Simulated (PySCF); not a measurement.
Molecule: `InChI=1S/C6H11F/c7-6-4-2-1-3-5-6/h6H,1-5H2`.

Molfile (atoms numbered from 1):
```
C6H11F
     RDKit          3D

 18 18  0  0  0  0  0  0  0  0999 V2000
    1.7776   -0.2726    1.1780 F   0  0  0  0  0  0  0  0  0  0  0  0
    1.4277   -0.0578   -0.1498 C   0  0  0  0  0  0  0  0  0  0  0  0
    0.5699   -1.2217   -0.6142 C   0  0  0  0  0  0  0  0  0  0  0  0
   -0.7633   -1.2645    0.1261 C   0  0  0  0  0  0  0  0  0  0  0  0
   -1.5053    0.0640    0.0119 C   0  0  0  0  0  0  0  0  0  0  0  0
   -0.6388    1.2224    0.4976 C   0  0  0  0  0  0  0  0  0  0  0  0
    0.6943    1.2686   -0.2427 C   0  0  0  0  0  0  0  0  0  0  0  0
    2.3693   -0.0191   -0.7252 H   0  0  0  0  0  0  0  0  0  0  0  0
    1.1304   -2.1595   -0.4746 H   0  0  0  0  0  0  0  0  0  0  0  0
    0.4001   -1.1091   -1.6992 H   0  0  0  0  0  0  0  0  0  0  0  0
   -0.5672   -1.4820    1.1894 H   0  0  0  0  0  0  0  0  0  0  0  0
   -1.3825   -2.0918   -0.2553 H   0  0  0  0  0  0  0  0  0  0  0  0
   -2.4488    0.0264    0.5796 H   0  0  0  0  0  0  0  0  0  0  0  0
   -1.7852    0.2357   -1.0440 H   0  0  0  0  0  0  0  0  0  0  0  0
   -1.1688    2.1812    0.3838 H   0  0  0  0  0  0  0  0  0  0  0  0
   -0.4371    1.0994    1.5750 H   0  0  0  0  0  0  0  0  0  0  0  0
    0.5300    1.4946   -1.3108 H   0  0  0  0  0  0  0  0  0  0  0  0
    1.3415    2.0655    0.1561 H   0  0  0  0  0  0  0  0  0  0  0  0
  1  2  1  0
  2  3  1  0
  3  4  1  0
  4  5  1  0
  5  6  1  0
  6  7  1  0
  7  2  1  0
  2  8  1  0
  3  9  1  0
  3 10  1  0
  4 11  1  0
  4 12  1  0
  5 13  1  0
  5 14  1  0
  6 15  1  0
  6 16  1  0
  7 17  1  0
  7 18  1  0
M  END
```

Geometry PBE0-D3(BJ)/def2-SVP throughout; GIAO in PySCF, gas phase, one conformer, non-relativistic; equivalent atoms averaged; basis pcSseg-1.

For orientation, HF gives these absolute shieldings σ: F1 423.0, C2 111.8, C3/C7 161.1, H8 27.45, H9/H18 29.86, H11/H16 30.13, H13 30.22, H12/H15 30.44, H14 30.74 ppm.

A run gave: F1 373.0, C2 87.9, C3/C7 144.3, H8 26.47, H9/H18 29.31, H11/H16 29.42, H13 29.60, H12/H15 29.89, H14 30.09 ppm (absolute shieldings σ).

Q: Which functional was used in that run?
A. OPBE
B. B97-2
C. BP86
D. PBE0

A: C. C2 tells them apart best: BP86 gives 87.9, B97-2 gives 96.1, OPBE gives 97.7, PBE0 gives 96.3 ppm.
